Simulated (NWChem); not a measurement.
System: CH₃BeFS; SMILES [S](C)[Be][F]

Here is an NWChem input.

```
start job
memory heap 200 mb stack 900 mb global 1100 mb
geometry units angstroms noautoz
  Be     0.071638    -1.036525    -0.000323
  F     -0.418484    -2.339634    -0.001070
  S      0.772138     0.726345     0.001155
  C     -0.775627     1.711396     0.003163
  H     -1.374991     1.530529    -0.898959
  H     -0.470390     2.766141     0.009840
  H     -1.379424     1.520617     0.900247
end
basis spherical
  * library def2-svpd
end
dft
  xc b3lyp
  iterations 150
end
tddft
  cis
  nroots 8
  notriplet
end
task tddft energy
```

Coordinates come from a PBE0/def2-SVP optimisation.

Vertical excitations in the gas phase.

Give the results of this calculation. (B3LYP/def2-SVPD, TDA.) Quantities: lowest excitation, singlet (eV); oscillator strength of that lowest state; lowest state with f > 0.02, singlet (eV); oscillator strength of that bright state; orbital gap (eV).


```json
{
  "lowest excitation, singlet (eV)": "4.92",
  "oscillator_strength_of_that_lowest_state": "0.001",
  "lowest state with f > 0.02, singlet (eV)": "5.48",
  "oscillator_strength_of_that_bright_state": "0.043",
  "orbital gap (eV)": "6.12"
}
```
